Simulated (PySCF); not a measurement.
Ligand exchange on a metal centre used in film growth or etching (Zr F-H). All species are isolated molecules in the gas phase.

Computed with B3LYP-D3(BJ)/def2-TZVP // BP86-D3(BJ)/def2-SVP run with PySCF. All candidates: neutral, multiplicity 1. B3LYP has the VWN-RPA correlation part, as in Gaussian. 

```
Quantity         Result
-------------  --------
HOMO           -8.55 eV
LUMO           -2.73 eV
dipole moment    0.39 D
```

**Question.** Which member has these values?
A. [Zr(F)4]
B. [Zr(F)2(H)2]
C. [Zr(F)3(H)]
D. [Zr(F)(H)3]

**Answer.** B, [Zr(F)2(H)2]. The others give [Zr(F)4]: -11.90 eV, -1.77 eV, 0.00 D; [Zr(F)3(H)]: -8.90 eV, -2.20 eV, 0.02 D; [Zr(F)(H)3]: -8.42 eV, -2.67 eV, 0.76 D
